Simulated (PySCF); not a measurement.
**A thermochemical cycle for HgF**

PBE0 in PySCF with def2-SVP on every atom (core potentials on Hg), for the lowest determinant that a PBE0 search found; no spin–orbit coupling. HgF, a doublet (σ ↑), has De = 1.24 eV to neutral atoms, and HgF⁺, a singlet (closed shell), has De = 1.51 eV to Hg⁺ + F.

At the same level the Hg atom ionises at 10.17 eV.

Task: What is the adiabatic ionisation energy of the molecule, and does ionisation strengthen or weaken the bond?

Result: IE = IE(Hg) + De(neutral) − De(ion) = 10.17 + 1.24 − 1.51 = 9.90 eV. De changes by +0.27 eV, so ionisation strengthens the bond.

Spin–orbit coupling is left out, which matters for elements this heavy, above all for dissociation energies. For an ion De counts to the pair picked by the measured ionisation energies or electron affinities, which need not be the lowest pair at this level. States were picked by a PBE0 search and need not be the measured ground states.
